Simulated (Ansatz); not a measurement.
Ideal-gas functions of ClH4N2NbS (`[NH2][Nb]([NH2])(=[S])[Cl]`) at 600 K and 1 bar, from an Ansatz frequency run at PBE0-D4/def2-TZVP.

Molar mass 192.47 g/mol, point group Cs (symmetry number 1), electronic degeneracy 1, moments of inertia 222.661, 326.489, 368.426 u Å². Harmonic wavenumbers (cm⁻¹, unscaled): 124, 146, 170, 175, 199, 213, 369, 414, 486, 516, 537, 551, 627, 702, 703, 1531, 1536, 3558, 3560, 3662, 3662.

Use S(trans) = R[1.5 ln M + 2.5 ln T − 1.1517]; rotational temperatures θ = 24.2544 K / I; S(rot) = R[ln(√π/σ · √(T³/θAθBθC)) + 1.5]; for each mode x = 1.438777 ν̃/T, S = R[x/(eˣ − 1) − ln(1 − e⁻ˣ)] and H = RT x/(eˣ − 1); 1 cm⁻¹ = 0.0119627 kJ/mol; R = 8.31446 J/(mol·K).

Task: By hand: the entropy, in J/(mol·K).

Result: Translation 189.0. Rotation: θ = 0.1089, 0.0743, 0.0658 K, giving 128.3. Vibration, mode by mode: 18.43, 17.08, 15.83, 15.60, 14.54, 13.99, 9.60, 8.71, 7.50, 7.05, 6.76, 6.58, 5.67, 4.90, 4.89, 1.01, 1.00, 0.02, 0.02, 0.01, 0.01, in all 159.2. Electronic 0.0. Sum 476.5 J/(mol·K).

Task: By hand: H − E and G − E in kJ/mol, counted from the electronic energy.

Result: Zero-point energy ½ × 23441 × 0.0119627 = 140.2; thermal vibration 47.2; translation, rotation and pV give 4 RT = 20.0. H − E = 207.4 kJ/mol, and G − E = 207.4 − 600 × 476.5/1000 = -78.5 kJ/mol.

Vibration gives 33 % of the entropy, 35.5 J/(mol·K) of it from the modes under 150 cm⁻¹: soft modes count most, and the harmonic formula is weakest for them. The sum counts one conformer and one mirror image; others add a mixing term.
